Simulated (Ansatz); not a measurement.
**Worked example: the enthalpy of formation of BI3 (boron triiodide)**

BI3: 4 atoms, total charge 0, spin state singlet. SMILES: `IB(I)I`. The coordinates come from a PBE0-D4/def2-TZVP relaxation.

Total energies at BCCD(T)/def2-SVP (core potential), 13 core orbitals frozen (Ansatz 0.2.0); the atoms run unrestricted:

| species | state | energy (Eh) |
| --- | --- | --- |
| BI3 | singlet | -915.169277 |
| I | doublet | -296.759112 |
| B | doublet | -24.558295 |

Harmonic wavenumbers at PBE0-D4/def2-TZVP, in cm⁻¹: 102, 102, 197, 321, 726, 726.

Measured heats of formation of the gaseous atoms at 298.15 K, in kJ/mol: I 106.8, B 570.3. Spin-orbit lowering of the atoms at 298 K (mean of the ground term's levels less their thermal mean, from spectra), in kJ/mol: I 30.32, B 0.00. Take 1 Eh = 2625.50 kJ/mol, 1 cm⁻¹ = 0.0119627 kJ/mol, RT = 2.479 kJ/mol.

Problem. Work out the heat of formation of the gas at 298 K.

Solution. 
1. Electronic atomisation energy: 3 × (-296.759112) + (-24.558295) − (-915.169277) = 0.333646 Eh = 876.0 kJ/mol.
2. Zero-point energy: half the sum of the wavenumbers, 1087 cm⁻¹ = 13.0 kJ/mol.
3. Thermal vibrational enthalpy, Σ hcν̃/(exp(hcν̃/kT) − 1): 6.9 kJ/mol. Translation, rotation and pV of a non-linear molecule: 4 RT = 9.9 kJ/mol.
4. The 4 free atoms carry 5/2 RT each: 24.8 kJ/mol.
5. Spin-orbit coupling lowers the free atoms by 3 × 30.32 + 0.00 = 91.0 kJ/mol.
6. Atomisation enthalpy at 298 K: 876.0 − 91.0 − 13.0 − 6.9 − 9.9 + 24.8 = 780.0 kJ/mol.
7. Sum of the atoms' heats of formation: 890.7 kJ/mol. Heat of formation: 890.7 − 780.0 = +110.7 kJ/mol.

The tabulated value is +71.1 kJ/mol (NIST-JANAF tables; in doubt, as an older value, an estimate or one at odds with other calculations), so this level is off by +39.6 kJ/mol, or 4.8 % of the atomisation enthalpy that the table implies (819.4 kJ/mol). Coupled cluster needs large bases for atomisation: in a finite one the molecule is underbound. A double-zeta basis underbinds. The molecule's own second-order spin-orbit lowering, which matters beside iodine, is left out. Anharmonicity and any spin-orbit splitting of the molecule are left out, and so is core correlation.
